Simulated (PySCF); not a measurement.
Predicted microwave data (PBE0-D3(BJ)/def2-SVP geometry optimisation, gas phase (PySCF 2.14.0)) for one isomer of C5H9ClO:

```
Rotational constants : A = 6742, B = 872.6, C = 810.4 MHz
Dipole components    : |μa| = 1.46 D, |μb| = 0.71 D, |μc| = 0.42 D
Inertial defect      : -30.50 u·Å²
κ                    : -0.98
```

Question: Which candidate fits, each taken in the one conformer that was computed?
A. pivaloyl chloride, `CC(C)(C)C(=O)Cl`
B. `[Cl:1][CH2:2][CH2:3][O:4][CH:5]1[CH2:6][CH2:7]1` with Cl1–C2–C3–O4 177°, C2–C3–O4–C5 77°, C3–O4–C5–C6 -166°
C. `[CH3:1][CH2:2][CH2:3][CH2:4][C:5](=[O:6])[Cl:7]` with C1–C2–C3–C4 179°, C2–C3–C4–C5 180°, C3–C4–C5–O6 -1°
D. `[Cl:1][CH2:2][C@@H:3]1[CH2:4][CH2:5][CH2:6][O:7]1` with Cl1–C2–C3–C4 -65°, C2–C3–C4–C5 -146°, C3–C4–C5–C6 37°, C4–C5–C6–O7 -35°, C5–C6–O7–C3 19°

Answer: B. It is ClCCOC1CC1, a near-prolate asymmetric top, point group C1. The candidates at the same level (rigid rotor, commonest isotopes):

| SMILES | A (MHz) | B (MHz) | C (MHz) | μa (D) | μb (D) | μc (D) | Δ (u·Å²) | point group | rotor |
| --- | --- | --- | --- | --- | --- | --- | --- | --- | --- |
| ClCCOC1CC1 | 6742 | 872.6 | 810.4 | 1.46 | 0.71 | 0.42 | -30.50 | C1 | near-prolate asymmetric top |
| ClC[C@@H]1CCCO1 | 5627 | 1179 | 1031 | 1.78 | 0.74 | 0.49 | -28.23 | C1 | near-prolate asymmetric top |
| CC(C)(C)C(=O)Cl | 2987 | 1723 | 1439 | 2.21 | 1.69 | 0.01 | -111.23 | near Cs | asymmetric top |
| CCCCC(=O)Cl | 6552 | 776.2 | 706.1 | 2.36 | 1.68 | 0.00 | -12.51 | Cs | near-prolate asymmetric top |

`CCCCC(=O)Cl` has C 13 % too low; `ClC[C@@H]1CCCO1` has B 35 % too high; `CC(C)(C)C(=O)Cl` has B 97 % too high. No structure here is proved a minimum.
